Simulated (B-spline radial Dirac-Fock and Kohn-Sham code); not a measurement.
**How core holes in La⁶⁺ decay**

System: lanthanum as La⁶⁺, configuration [Kr] 4d10 5s2 5p3.

These are calculated numbers from a radial finite-basis atomic code; the model is independent-particle radiative and Coulomb Auger rates from relativistic LDA hole-state orbitals, with Dirac-Fock energies.

Partial widths are in eV. Coster-Kronig decay leaves a hole in the same principal shell; its rates are the weakest part of the model, often 1.5 to 2.5 times too large and more for N holes. Holes without an open Auger channel, or with an unreliable SCF state, are not listed.

```csv
hole,radiative,Auger,Coster-Kronig,total,fluorescence yield,lifetime (fs)
K,12.5,1.28,0,13.8,0.907,0.0477
L1,0.223,1.60,1.81,3.63,0.0614,0.181
L2,0.373,2.41,0.594,3.38,0.110,0.195
L3,0.350,2.77,0,3.12,0.112,0.211
M1,0.00656,0.563,5.62,6.19,0.00106,0.106
M2,0.00683,0.615,3.73,4.35,0.00157,0.151
M3,0.00690,0.652,1.57,2.23,0.00309,0.295
M4,0.000431,0.736,0,0.736,0.000585,0.894
M5,0.000361,0.751,0,0.751,0.000480,0.876
N1,0.000189,0.0656,0.977,1.04,0.000181,0.631
N3,0.000358,0.0404,0.585,0.626,0.000572,1.05
```
